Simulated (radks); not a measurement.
Task: The mean radii <r> (bohr) of the occupied orbitals of an atom or ion are listed with their occupations. Method: scalar-relativistic Kohn-Sham, PBE, spin-polarised, spherical densities, finite nucleus; Fermi nuclear charge, rms radius of each element as measured or else 0.836 A^(1/3) + 0.57 fm; computed with a radial shooting solver on a logarithmic mesh with Libxc functionals.

orbital  occ.      <r>
1s up       1  0.04149
1s down     1  0.04149
2s up       1   0.1835
2s down     1   0.1835
2p up       3   0.1601
2p down     3   0.1601
3s up       1   0.5301
3s down     1   0.5299
3p up       3   0.5403
3p down     3   0.5397
3d up       5   0.5548
3d down     5   0.5522
4s up       1    1.466
4s down     1    1.464
4p up       3    1.657
7d up       1    14.61

Name the element and its charge. Open shells, if any, are filled with parallel spins first.

Result: Z = 36, krypton, charge +2: Kr2+ in [Ar] 3d10 4s2 4p3 7d1. The 1s radius gives Z: for a bare nucleus <r> = (2 gamma + 1)/(2Z) with gamma = sqrt(1 - (Z/c)^2), 0.04069 bohr for Z = 36, and screening makes it slightly larger (0.04149 here). The occupations add up to 34, and the charge is Z minus that.
